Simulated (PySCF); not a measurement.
Species: C3H12N2Si.
InChI=1S/C3H12N2Si/c1-2-3-6(4)5/h6H,2-5H2,1H3

Torsions of this conformer, `[CH3:1][CH2:2][CH2:3][SiH:4]([NH2:5])[NH2:6]`: C1–C2–C3–Si4 -176°, C2–C3–Si4–N5 -62°, H–N5–Si4–C3 35°, H–N5–Si4–C3 178°, H–N6–Si4–C3 60°, H–N6–Si4–C3 -88°.

The closed-shell ground state was solved at several levels (PySCF, density fitting, gas phase, non-relativistic). Isolated species at its PBE0-D3(BJ)/def2-SVP geometry (one conformer only).

| level | basis functions | total energy (Eh) | HOMO (eV) | LUMO (eV) | gap (eV) | dipole (D) |
| --- | --- | --- | --- | --- | --- | --- |
| PBE0/def2-SVPD | 220 | -519.9731 | -6.99 | 0.62 | 7.61 | 0.39 |
| KT3/pcSseg-1 | 169 | -526.4286 | -5.62 | 0.27 | 5.89 | 0.44 |

Question: Estimate the row for PBE0/pcSseg-1, a basis of 169 functions; the other rows only guide the guess.

Answer: Total energy -520.1699 Eh, HOMO -6.90 eV, LUMO 1.32 eV, gap 8.22 eV, dipole 0.41 D.

Question: Over all these levels, which gives the widest orbital gap and which the narrowest?

Answer: PBE0/pcSseg-1 (global hybrid, 25 % exact exchange) has the widest, 8.22 eV, and KT3/pcSseg-1 (GGA) the narrowest, 5.89 eV. The two share the basis. From the narrowest to the widest the HOMO moves by -1.28 eV and the LUMO by +1.05 eV.

Question: How far do the dipole and the HOMO energy spread over the levels?

Answer: The dipole runs from 0.39 to 0.44 D (mean 0.41 D) and the HOMO from -6.99 to -5.62 eV.
